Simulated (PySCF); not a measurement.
This PySCF input asks for the NMR shieldings of SMILES CC[C@@H]1CB(Cl)C=C1F, C6H9BClF; the geometry comes from GFN2-xTB.

```python
import basis_set_exchange as bse
import numpy as np
from pyscf import gto, dft
from pyscf.prop import nmr

atoms = """
C     2.402011   -0.126810   -0.284721
C     1.185343   -0.485012    0.558498
C    -0.114102   -0.447405   -0.258614
C    -0.553819    0.966743   -0.689909
B    -2.041553    1.115177   -0.139013
Cl   -3.072430    2.444225   -0.385486
C    -2.348774   -0.167998    0.646639
C    -1.274874   -0.958263    0.535556
F    -1.168699   -2.179282    1.077371
H     2.311855    0.876330   -0.693321
H     3.304125   -0.169825    0.320373
H     2.511786   -0.824314   -1.112118
H     1.315683   -1.489494    0.967007
H     1.095255    0.207887    1.398048
H     0.019444   -1.095720   -1.132245
H    -0.464237    1.095652   -1.768534
H     0.108612    1.712833   -0.247998
H    -3.224385   -0.468405    1.196812
"""
names = dict.fromkeys(["C", "B", "Cl", "F", "H"], "pcSseg-1")
basis = {el: gto.basis.parse(bse.get_basis(n, elements=[el], fmt="nwchem")) for el, n in names.items()}
mol = gto.M(atom=atoms, basis=basis, charge=0, verbose=0)
mf = dft.RKS(mol, xc="PBE0")
mf.grids.level = 2
mf.grids.alignment = dft.numint.BLKSIZE   # the property module wants whole blocks of grid points
mf.conv_tol = 1e-9
mf.kernel()

calc = nmr.RKS(mf)   # GIAO
C = mf.mo_coeff
Co = C[:, mf.mo_occ > 0]
resp = mf.gen_response(singlet=True, hermi=2)
def vind(x):   # induced exchange potential for any number of trial vectors
    d = np.einsum("pi,xij,qj->xpq", C, 2 * x.reshape(-1, C.shape[1], Co.shape[1]), Co, optimize=True)
    return np.einsum("xpq,pi,qj->xij", resp(d - d.transpose(0, 2, 1)), C, Co, optimize=True).ravel()
mo1, _ = nmr.rhf.solve_mo1(calc, with_cphf=vind)
sigma = calc.kernel(mo1)
for i, s in enumerate(sigma):   # ppm
    print("%2d %-2s %9.2f" % (i, mol.atom_pure_symbol(i), np.trace(s) / 3))
```

**Question.** What does it print?

**Answer.** 
```
 0 C     171.76
 1 C     155.96
 2 C     136.99
 3 C     155.34
 4 B      33.64
 5 Cl    753.15
 6 C      68.29
 7 C     -26.52
 8 F     227.13
 9 H      30.59
10 H      30.45
11 H      30.89
12 H      29.62
13 H      30.87
14 H      29.24
15 H      30.05
16 H      30.80
17 H      26.10
```

These numbers come from an equivalent density-fitted implementation of the same equations, which agrees with the script to about 0.01 ppm for H and up to a few tenths of a ppm for heavy atoms, so last digits may differ.

Size and cost of the density-fitted run: 205 basis functions, 83 s wall time on 1 thread of an Arm Neoverse N1, shared host; peak memory 0.85 GiB.
